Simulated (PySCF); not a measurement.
Working out the ionisation energy of Rh

Rh [Kr] 4d8 5s1 (4F) → Rh⁺ [Kr] 4d8 (3F). All numbers are calculated (PySCF 2.14, scalar relativity through the core potential, in aug-cc-pVTZ-PP with one added diffuse shell each of s, p, d, f, g type with ECP28MDF (7s7p6d4f3g, 113 functions)). Frozen: 4s2 4p6. Energies in hartree (1 hartree = 27.21139 eV):

| part | Rh (lower) | Rh⁺ (upper) |
| --- | --- | --- |
| UHF | -109.390280 | -109.158288 |
| MP2 opposite-spin | -0.159687 | -0.141345 |
| MP2 same-spin | -0.099200 | -0.080878 |

Question: What does Hartree-Fock give?

Answer: (-109.158288) − (-109.390280) = 0.231992 hartree = 6.313 eV.

Question: What do MP2 and SCS-MP2 (6/5 opposite-spin, 1/3 same-spin) give?

Answer: The opposite-spin parts differ by 0.499 eV and the same-spin parts by 0.499 eV. MP2: 6.313 + (0.499) + (0.499) = 7.311 eV. SCS-MP2: 6.313 + 1.2 × (0.499) + (0.499)/3 = 7.078 eV.

Measured between the centres of the two terms (NIST): 7.479 eV, so MP2 (valence) is off by -0.168 eV.

What remains against the reference includes basis incompleteness, the frozen core and correlation beyond second order.
